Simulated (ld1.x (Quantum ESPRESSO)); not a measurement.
# u(r) = r·R(r): atom against pseudo-atom (C (Z = 6))

Columns: radius, all-electron u(r) and pseudo u(r) of the 2s shell (level -13.65 eV) of carbon in the configuration [He] 2s2 2p2; PBEsol, scalar-relativistic, ultrasoft scheme, ld1.x (Quantum ESPRESSO) 7.5.

| r (bohr) | all-electron | pseudo |
| --- | --- | --- |
| 0.105 | 0.3355 | -0.1084 |
| 0.210 | 0.3003 | -0.2151 |
| 0.315 | 0.1251 | -0.3183 |
| 0.420 | -0.0854 | -0.4162 |
| 0.525 | -0.2846 | -0.5071 |
| 0.630 | -0.4538 | -0.5892 |
| 0.735 | -0.5882 | -0.6609 |
| 0.840 | -0.6877 | -0.7206 |
| 0.945 | -0.7557 | -0.7670 |
| 1.050 | -0.7967 | -0.7989 |
| 1.155 | -0.8157 | -0.8158 |
| 1.260 | -0.8171 | -0.8171 |
| 1.365 | -0.8050 | -0.8050 |
| 1.470 | -0.7828 | -0.7828 |
| 1.575 | -0.7532 | -0.7532 |
| 1.680 | -0.7187 | -0.7187 |
| 1.785 | -0.6810 | -0.6810 |
| 1.890 | -0.6415 | -0.6415 |
| 1.995 | -0.6013 | -0.6013 |
| 2.100 | -0.5612 | -0.5612 |
| 2.205 | -0.5220 | -0.5220 |
| 2.310 | -0.4839 | -0.4839 |
| 2.415 | -0.4474 | -0.4474 |
| 2.520 | -0.4127 | -0.4127 |
| 2.625 | -0.3799 | -0.3799 |
| 2.730 | -0.3490 | -0.3490 |

(1) How many radial nodes do the two functions have?

(2) At about which radius was the pseudo-wave matched?

(3) Where does each function peak?

(4) Is the pseudo-wave norm-conserving?

Results:

(1) The all-electron 2s function has n − l − 1 = 1; the pseudo-wave has 0, since the states of the same l below it are removed with the core.

(2) 1.20 bohr, where the columns begin to agree (steps of 0.10 bohr).

(3) Outermost all-electron maximum near 1.26 bohr, pseudo maximum near 1.26 bohr (to the table’s step).

(4) No, it belongs to an ultrasoft set: the norm inside the radius is not constrained, and the difference is carried by the augmentation charge.
